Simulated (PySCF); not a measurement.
Electron correlation in Br (bromine, neutral)

Starting occupation: [Ar] 3d10 4s2 4p5, 4p1/2 with m_j = -1/2, +1/2, 4p3/2 with m_j = -1/2, +1/2, +3/2. All numbers are calculated (PySCF 2.14, X2C-1e with screened-nucleus spin-orbit coupling, Gaussian nucleus, in x2c-SVPall-2c (5s6p3d, 38 functions)). Frozen: [Ne]; 25 electrons correlated.

MP2 pair energies summed by pair of shells (mhartree):

```
 pair   energy  share (%)
3d-3d  -104.79       31.1
3d-3p   -72.76       21.6
4p-4p   -65.48       19.4
4p-4s   -29.50        8.8
3p-3p   -22.05        6.5
3d-4p   -16.94        5.0
4s-4s    -6.13        1.8
3d-3s    -5.98        1.8
3p-4p    -4.53        1.3
3d-4s    -3.89        1.2
3p-3s    -2.53        0.8
3p-4s    -1.05        0.3
3s-3s    -0.60        0.2
3s-4p    -0.54        0.2
3s-4s    -0.26        0.1
```

Total MP2 correlation energy: -337.03 mhartree.

The GHF reference relaxed away from the jj start to a determinant that is no pure jj level (⟨S²⟩ = 0.75, ⟨J²⟩ = 3.76); the energies belong to that determinant.

This basis was not built for core-valence correlation, so the inner-shell part is incomplete.
